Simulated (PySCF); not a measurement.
C₄HFN₃ (charge -1).
Bonds: N1–C2 (triple), C2–C3, C3–C4 (aromatic), C4–N5 (aromatic), N5–N6 (aromatic), N6–C7 (aromatic), C7–F8, C3–C7 (aromatic). Hydrogens: H9 on C4.

The closed-shell SCF was solved with PySCF and density fitting under several settings on one GFN2-xTB geometry (grid level 2 and gas phase unless stated).

```csv
settings,basis functions,SCF cycles,E (Eh),HOMO (eV),LUMO (eV)
PBE0/pcSseg-1,141,16,-416.6437,-2.29,4.48
"BLYP/cc-pVTZ, energy threshold 1e-11 Eh",254,16,-417.2034,-0.79,3.75
```

Task: Estimate the row for these settings: wB97X/cc-pVDZ, grid level 4, energy threshold 1e-06 Eh.

Result: 
```json
{"settings": "wB97X/cc-pVDZ, grid level 4, energy threshold 1e-06 Eh", "basis functions": "117", "SCF cycles": "9", "E (Eh)": "-417.0564", "HOMO (eV)": "-4.09", "LUMO (eV)": "7.03"}
```

Task: Over all rows, what range does the HOMO–LUMO gap span?

Result: From 4.54 eV (BLYP/cc-pVTZ, energy threshold 1e-11 Eh) to 11.12 eV (wB97X/cc-pVDZ, grid level 4, energy threshold 1e-06 Eh). The functional of the narrowest has no exact exchange, that of the widest range-separated exact exchange.

Cycle counts include a coarse-grid stage where the run had one.
